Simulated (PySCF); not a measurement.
isocyanic acid (CHNO), SMILES N=C=O.

The structure is a stationary point at PBE0-D3(BJ)/def2-TZVP.

These are PySCF 2.14.0 with TDA-B3LYP/def2-TZVPD values and carry that method's errors.

Vertical excitations. The molecule is in vacuum. State labels are in the subgroup Cs.

```
state  symmetry  energy (eV)  λ (nm)      f                                                                 main pairs
-----  --------  -----------  ------  -----  -------------------------------------------------------------------------
S1           A"         6.62     187  0.002                                                           HOMO→LUMO+1 98 %
S2           A"         7.13     174  0.011                                                             HOMO→LUMO 99 %
S3           A'         7.75     160  0.014                     HOMO−1→LUMO+1 53 %, HOMO→LUMO+2 34 %, HOMO−1→LUMO 11 %
S4           A'         7.81     159  0.011                                                           HOMO−1→LUMO 88 %
S5           A"         8.78     141  0.001                                                         HOMO−1→LUMO+2 90 %
S6           A"         8.82     141  0.018                                                           HOMO→LUMO+3 90 %
S7           A'         9.39     132  0.120  HOMO→LUMO+5 38 %, HOMO−1→LUMO+3 38 %, HOMO→LUMO+2 15 %, HOMO−1→LUMO+1 6 %
S8           A"         9.48     131  0.006                                                           HOMO→LUMO+4 98 %
S9           A'         9.49     131  0.028                                       HOMO−1→LUMO+3 49 %, HOMO→LUMO+5 48 %
S10          A'        10.12     123  0.145                                                         HOMO−1→LUMO+4 89 %
T1           A"         6.19     200      0                                                           HOMO→LUMO+1 96 %
T2           A'         6.46     192      0                                                         HOMO−1→LUMO+1 88 %
T3           A"         6.88     180      0                                                             HOMO→LUMO 98 %
T4           A'         7.11     174      0                                                           HOMO→LUMO+2 84 %
```
Triplets are in the Tamm–Dancoff approximation.
